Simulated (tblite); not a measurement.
Species: C₆H₁₃P.
SMILES with atom numbers: `[H][P:3]([CH:2]=[CH2:1])([CH3:4])([CH3:5])[CH:6]=[CH2:7]` (hydrogens: H8, H9 on C1; H10 on C2; H11 on P3; H12, H13, H14 on C4; H15, H16, H17 on C5; H18 on C6; H19, H20 on C7)

Computed with GFN2-xTB (tblite): harmonic, unscaled wavenumbers at the GFN2-xTB geometry, gas phase. Errors from tens to a few hundred cm⁻¹ against measured bands are possible. Modes of hydrogen on phosphorus can be 10 to 20 % off.

Harmonic wavenumbers (cm⁻¹): 71.9, 74.3, 94.0, 106.1, 129.6, 132.8, 212.4, 325.6, 326.7, 363.1, 421.9, 457.4, 513.5, 546.0, 574.9, 617.3, 664.8, 717.1, 828.3, 828.5, 849.3, 885.5, 901.7, 904.4, 954.2, 962.3, 1039.3, 1040.0, 1231.7, 1240.7, 1291.0, 1294.2, 1307.2, 1399.4, 1411.1, 1415.3, 1416.8, 1421.7, 1428.2, 1670.6, 1672.9, 1999.9, 2982.2, 2982.6, 2996.9, 2997.9, 2999.6, 3007.4, 3010.6, 3016.5, 3018.1, 3020.3, 3086.8, 3089.4.

A = 2895, B = 1413, C = 1330 MHz; mass 116.075 u (most abundant isotopes); point group C2v, symmetry number 2.

What is the zero-point energy?

Half the sum of the wavenumbers: 35976 cm⁻¹ = 430.37 kJ/mol.

Give the ideal-gas entropy at 273.15 K and 1 bar in the rigid-rotor, harmonic-oscillator model (classical rotation).

Translation 166.33, rotation 112.27, vibration 124.61: S = 403.2 J/(mol K).

And Cp and H(273.15 K) − H(0)?

Cp = 162.51 J/(mol K), of which vibrations give 129.25 (their classical limit is 54 R = 449.0); H(273.15 K) − H(0) = 27.26 kJ/mol without the zero-point energy, 18.17 from vibrations.

How do the functions run with temperature in this model?

```
T (K)  S (J/(mol K))  Cp (J/(mol K))  H − H(0) (kJ/mol)  G − H(0) (kJ/mol)  ln q(vib)
  100          285.2            85.6               5.82             -22.70       1.81
  200          357.9           129.6              16.57             -55.02       4.82
  300          419.0           174.4              31.78             -93.92       7.77
  500          526.9           250.3              74.66            -188.77      13.48
  800          662.0           324.4             161.78            -367.81      21.49
 1000          738.2           358.0             230.19            -507.98      26.40
```

q(vib) and H(0) count from the zero-point level.

Blend soft modes into free rotors: weight 1/[1 + (100 cm⁻¹/ν̃)⁴] for the oscillator and the rest for a rotor with moment μB/(μ + B), μ = h/(8π²ν), B = 10⁻⁴⁴ kg m². What vibrational entropy results?

116.64 J/(mol K) in place of 124.61, which changes −T·S at 273.15 K by +2.18 kJ/mol.

Hindered rotation and anharmonicity are outside this model.

Conformer computed: `[H][P:3]([CH:2]=[CH2:1])([CH3:4])([CH3:5])[CH:6]=[CH2:7]`: C1–C2–P3–C4 -125°.
